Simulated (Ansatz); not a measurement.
Steps of a relaxation of CH7B2In, SMILES `BB[CH2][InH2]` with RKS PBE0-D4/def2-TZVP.

```sh
$ ansatz run in.yaml --threads 4 --pin off --events-out ev --progress --plain --max-ram 10444MiB
```

```yaml
crystal:
  periodic: [false, false, false]
  atoms:
    - {symbol: B, position_ang: [-1.427830, 1.353990, 0.339460]}
    - {symbol: B, position_ang: [0.084370, 1.078790, -0.205250]}
    - {symbol: C, position_ang: [1.065430, 0.123450, 0.506390]}
    - {symbol: In, position_ang: [0.425180, -1.796800, -0.491240]}
    - {symbol: H, position_ang: [-2.286940, 0.586850, 0.077260]}
    - {symbol: H, position_ang: [-1.766110, 2.281810, 0.973290]}
    - {symbol: H, position_ang: [0.459180, 1.529840, -1.237390]}
    - {symbol: H, position_ang: [0.932810, -0.043500, 1.577360]}
    - {symbol: H, position_ang: [2.128750, 0.191030, 0.260030]}
    - {symbol: H, position_ang: [1.537280, -2.773310, -1.438590]}
    - {symbol: H, position_ang: [-1.152130, -2.532150, -0.361340]}
basis:
  gaussian: {orbitals: def2-TZVP}
hamiltonian: {xc: pbe0, dispersion: d4}
relax: {f_tol: 0.005, max_steps: 150}
```

Positions (Å) and forces (eV/Å) along the path, 13 of 43 steps:

```xyz
11
step=1 energy=-7672.9415 eV
B    -1.428    1.354    0.339    0.129   -0.060   -0.277
B     0.084    1.079   -0.205    0.627   -0.618    0.633
C     1.065    0.123    0.506   -0.136   -0.020   -0.395
In    0.425   -1.797   -0.491    0.071   -0.089   -0.017
H    -2.287    0.587    0.077   -0.446   -0.332   -0.089
H    -1.766    2.282    0.973   -0.122    0.516    0.375
H     0.459    1.530   -1.237    0.032    0.189   -0.480
H     0.933   -0.043    1.577   -0.137   -0.195   -0.011
H     2.129    0.191    0.260   -0.113    0.012   -0.055
H     1.537   -2.773   -1.439   -0.012    0.335    0.187
H    -1.152   -2.532   -0.361    0.105    0.262    0.129
11
step=2 energy=-7673.0434 eV
B    -1.436    1.352    0.316    0.040   -0.161    0.070
B     0.090    1.042   -0.214    0.302   -0.393    0.274
C     1.061    0.072    0.471   -0.143    0.269    0.055
In    0.430   -1.800   -0.491   -0.087   -0.105   -0.155
H    -2.324    0.587    0.077   -0.172   -0.031   -0.074
H    -1.742    2.290    0.986   -0.020    0.196    0.040
H     0.443    1.491   -1.272    0.039    0.132   -0.146
H     0.886   -0.191    1.523    0.021    0.123   -0.079
H     2.126    0.158    0.247   -0.079   -0.050   -0.019
H     1.651   -2.621   -1.398   -0.055   -0.008    0.032
H    -1.184   -2.380   -0.245    0.155    0.027    0.003
11
step=6 energy=-7673.0708 eV
B    -1.465    1.349    0.308    0.041   -0.028   -0.017
B     0.073    0.963   -0.148    0.050    0.057    0.000
C     1.085    0.060    0.520   -0.057    0.003    0.033
In    0.450   -1.795   -0.506   -0.009   -0.090   -0.028
H    -2.427    0.701   -0.005   -0.023   -0.009    0.011
H    -1.699    2.357    0.917   -0.017    0.021   -0.010
H     0.383    1.429   -1.227   -0.007    0.020    0.001
H     0.938   -0.199    1.572    0.013   -0.013    0.016
H     2.138    0.139    0.254    0.016    0.018   -0.020
H     1.631   -2.555   -1.508   -0.020    0.024    0.011
H    -1.107   -2.450   -0.177    0.014   -0.002    0.003
11
step=12 energy=-7673.0813 eV
B    -1.448    1.352    0.237   -0.003    0.015    0.004
B     0.115    0.974   -0.129    0.032   -0.020    0.020
C     1.077    0.046    0.581   -0.046   -0.058   -0.092
In    0.419   -1.795   -0.495    0.035    0.065    0.051
H    -2.389    0.694   -0.123    0.000   -0.012    0.000
H    -1.734    2.365    0.818    0.003   -0.007   -0.012
H     0.484    1.451   -1.184    0.004    0.007    0.005
H     0.890   -0.221    1.622   -0.015   -0.008    0.028
H     2.139    0.107    0.344   -0.008   -0.002   -0.006
H     1.411   -2.352   -1.787   -0.012    0.011   -0.003
H    -0.963   -2.622    0.114    0.011    0.009    0.005
11
step=13 energy=-7673.0836 eV
B    -1.438    1.340    0.201   -0.009   -0.011    0.037
B     0.139    0.976   -0.124    0.013   -0.023    0.013
C     1.079    0.044    0.609   -0.041   -0.043   -0.120
In    0.406   -1.781   -0.483    0.005    0.019   -0.050
H    -2.361    0.668   -0.184    0.020    0.004   -0.004
H    -1.756    2.342    0.783    0.009   -0.005   -0.031
H     0.533    1.450   -1.170    0.012    0.013    0.008
H     0.870   -0.224    1.645   -0.003   -0.009    0.044
H     2.146    0.089    0.386   -0.001    0.013    0.014
H     1.285   -2.253   -1.900   -0.084    0.026    0.127
H    -0.903   -2.650    0.237    0.079    0.014   -0.037
11
step=14 energy=-7673.0839 eV
B    -1.434    1.341    0.198   -0.017    0.049   -0.065
B     0.146    0.983   -0.120    0.010   -0.039    0.038
C     1.076    0.041    0.611   -0.040    0.027   -0.056
In    0.384   -1.767   -0.485    0.061   -0.138   -0.037
H    -2.352    0.670   -0.202    0.018   -0.006    0.026
H    -1.760    2.351    0.763    0.008   -0.029    0.002
H     0.549    1.467   -1.159   -0.007    0.007    0.019
H     0.861   -0.231    1.645    0.002   -0.002    0.022
H     2.145    0.085    0.395   -0.008   -0.017    0.002
H     1.244   -2.233   -1.918   -0.112    0.055    0.114
H    -0.860   -2.708    0.271    0.085    0.093   -0.065
11
step=18 energy=-7673.0906 eV
B    -1.422    1.324    0.148    0.005   -0.008    0.025
B     0.175    0.991   -0.107   -0.049    0.001   -0.021
C     1.081    0.033    0.631    0.023    0.016    0.025
In    0.376   -1.764   -0.470   -0.019   -0.007   -0.033
H    -2.312    0.637   -0.291    0.016    0.013   -0.002
H    -1.790    2.313    0.723    0.002   -0.011   -0.019
H     0.607    1.513   -1.114    0.014   -0.016   -0.001
H     0.844   -0.242    1.659    0.014   -0.012   -0.013
H     2.155    0.073    0.438   -0.006    0.003    0.011
H     1.045   -2.145   -2.012   -0.029    0.011    0.052
H    -0.760   -2.733    0.394    0.030    0.010   -0.024
11
step=21 energy=-7673.0958 eV
B    -1.400    1.291    0.087    0.005    0.007   -0.006
B     0.213    0.982   -0.088    0.056   -0.042    0.011
C     1.098    0.040    0.692   -0.040    0.073    0.017
In    0.328   -1.708   -0.455   -0.044   -0.116   -0.095
H    -2.256    0.578   -0.379    0.006    0.000    0.013
H    -1.815    2.287    0.614    0.005   -0.019   -0.017
H     0.683    1.485   -1.088   -0.018    0.003    0.020
H     0.836   -0.246    1.712    0.016   -0.003   -0.029
H     2.176    0.059    0.521   -0.008   -0.004    0.005
H     0.731   -1.953   -2.121   -0.040    0.027    0.147
H    -0.594   -2.816    0.505    0.062    0.074   -0.065
11
step=22 energy=-7673.0980 eV
B    -1.392    1.277    0.069    0.008    0.005    0.016
B     0.226    0.981   -0.083    0.057   -0.050    0.020
C     1.106    0.043    0.708   -0.051    0.075   -0.008
In    0.300   -1.689   -0.451    0.002   -0.103   -0.075
H    -2.238    0.549   -0.392    0.000    0.001    0.003
H    -1.822    2.278    0.576    0.005   -0.023   -0.023
H     0.703    1.482   -1.081   -0.015    0.001    0.017
H     0.838   -0.248    1.723    0.010    0.002   -0.013
H     2.184    0.054    0.539   -0.014   -0.013    0.006
H     0.652   -1.892   -2.132   -0.050    0.016    0.123
H    -0.559   -2.834    0.524    0.046    0.089   -0.066
11
step=24 energy=-7673.1018 eV
B    -1.383    1.253    0.056    0.005    0.024   -0.007
B     0.242    0.977   -0.076    0.031   -0.040    0.028
C     1.117    0.049    0.725   -0.012    0.065   -0.036
In    0.283   -1.663   -0.456    0.000   -0.042   -0.010
H    -2.217    0.508   -0.401   -0.002   -0.007    0.005
H    -1.830    2.260    0.536    0.005   -0.032   -0.011
H     0.721    1.481   -1.070   -0.003    0.002    0.007
H     0.842   -0.251    1.736    0.002   -0.011   -0.006
H     2.195    0.052    0.561   -0.009   -0.006    0.012
H     0.567   -1.854   -2.142   -0.015    0.023    0.023
H    -0.538   -2.813    0.530   -0.001    0.023   -0.005
11
step=33 energy=-7673.1254 eV rejected
B    -1.304    1.050   -0.020    0.020   -0.046    0.042
B     0.354    0.983   -0.027    0.050    0.013   -0.011
C     1.238    0.089    0.778   -0.008   -0.009    0.019
In    0.089   -1.463   -0.469   -0.009   -0.018    0.024
H    -2.006    0.170   -0.486   -0.014   -0.001   -0.022
H    -1.939    1.984    0.374   -0.022    0.031   -0.014
H     0.833    1.552   -0.983   -0.013    0.028   -0.011
H     0.941   -0.301    1.752   -0.003   -0.005   -0.004
H     2.315    0.079    0.630   -0.005   -0.001   -0.013
H     0.204   -1.628   -2.170    0.001    0.003   -0.002
H    -0.724   -2.516    0.619    0.004    0.004   -0.008
11
step=35 energy=-7673.1261 eV
B    -1.302    1.044   -0.018    0.003    0.012   -0.006
B     0.358    0.986   -0.023    0.005   -0.011    0.016
C     1.242    0.087    0.777    0.000   -0.002    0.000
In    0.084   -1.462   -0.465   -0.002    0.002   -0.001
H    -2.002    0.163   -0.491    0.001   -0.001   -0.001
H    -1.943    1.981    0.362   -0.001   -0.005   -0.002
H     0.830    1.569   -0.975   -0.007    0.003   -0.003
H     0.945   -0.307    1.749    0.001    0.002   -0.004
H     2.319    0.076    0.627    0.000    0.002   -0.002
H     0.198   -1.626   -2.167    0.000   -0.001    0.001
H    -0.729   -2.512    0.625    0.000   -0.001    0.001
11
step=43 energy=-7673.1264 eV
B    -1.303    1.041   -0.020    0.000   -0.001    0.001
B     0.355    0.983   -0.008    0.000    0.001   -0.002
C     1.251    0.084    0.776    0.001   -0.001    0.003
In    0.080   -1.460   -0.462    0.000   -0.001    0.000
H    -1.995    0.169   -0.519    0.000    0.001    0.000
H    -1.951    1.975    0.358    0.000    0.000    0.000
H     0.813    1.578   -0.961    0.000    0.000    0.000
H     0.966   -0.319    1.748    0.000    0.000   -0.002
H     2.327    0.079    0.615    0.000    0.000    0.000
H     0.198   -1.633   -2.162    0.000    0.000    0.000
H    -0.742   -2.497    0.634    0.000    0.001   -0.001
```

Hardware: 4 threads of an Arm Neoverse V2 on a shared host. Wall time 99 s, peak host memory 0.48 GiB.
